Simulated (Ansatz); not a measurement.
The Al1–H2 bond of C2H5Al (SMILES C=[CH][AlH2]) is stretched (multiplicity 1, the rest rigid).
Geometry at rest (charge 0, multiplicity 1):
| atom | x (Å) | y (Å) | z (Å) |
|---|---|---|---|
| Al | -0.1364 | 0.1629 | 1.1626 |
| H | -0.8151 | 1.5910 | 1.2176 |
| H | 0.1783 | -0.6444 | 2.4857 |
| C | 0.2915 | -0.5524 | -0.5896 |
| C | 0.0180 | 0.1449 | -1.6988 |
| H | 0.7594 | -1.5259 | -0.7301 |
| H | 0.2417 | -0.2199 | -2.6984 |
| H | -0.4483 | 1.1257 | -1.6579 |

Cores are frozen in the correlated methods.

The values were computed with Ansatz (Gaussian basis) for Hartree–Fock, density functionals and correlated methods. Each number belongs to the level named beside it.

Energies above the point at 1.582 Å (the B3LYP-D3(BJ) bond length), FIC-MRCISD+Q on CASSCF(2,2)/cc-pV(T+d)Z (kcal/mol): 4.93 at 1.424 Å; 3.06 at 1.740 Å; 88.03 at 5.063 Å.

Q: Take the last value as the depth D of a Morse curve D(1 − e^(−a(R − R₀)))², fit a and R₀ to the two near points, and test it at 2.136 and 2.769 Å.

A: 
With D = 88.0, both near points (counted from the curve's value at 1.582 Å) are met by a = 1.32 Å⁻¹ and R₀ = 1.585 Å, so k = 2Da² = 308 kcal/(mol Å²). The curve then gives 23.6 and 55.1 kcal/mol; the level itself gives 24.2 and 59.2, so Morse is off by -0.6 and -4.1.

Ansatz is an electronic-structure program.
